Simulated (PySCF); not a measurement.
CH7FO2Si2, SMILES F[SiH2][C@H](O)[SiH2]O.

The structure is a stationary point at PBE0-D3(BJ)/def2-SVP. The structure was generated by enumeration; whether it is a known compound was not checked. The values are those of a single conformer.

Two levels are set side by side: PBE/def2-TZVP (PySCF) and HF/def2-TZVP (PySCF). Same geometry, gas phase. Differences are taken from unrounded values.

```tsv
quantity	HF	PBE	PBE minus HF
orbital gap (eV)	13.61	4.59	-9.02
highest occupied level (eV)	-11.09	-6.20	4.90
lowest empty level (eV)	2.51	-1.61	-4.12
dipole moment (D)	1.68	1.57	-0.12
mean polarisability (bohr³)	62.2	72.0	9.8
```

PBE's occupied levels lie high since its potential decays too fast outside the molecule; exact exchange lowers them and widens the gap. PBE's more diffuse valence density responds more strongly to a field. Differences between two approximate levels are no errors against the true value.

Rough cost on one machine, each run with all the roots and properties that it gave: HF against PBE about 1/3.
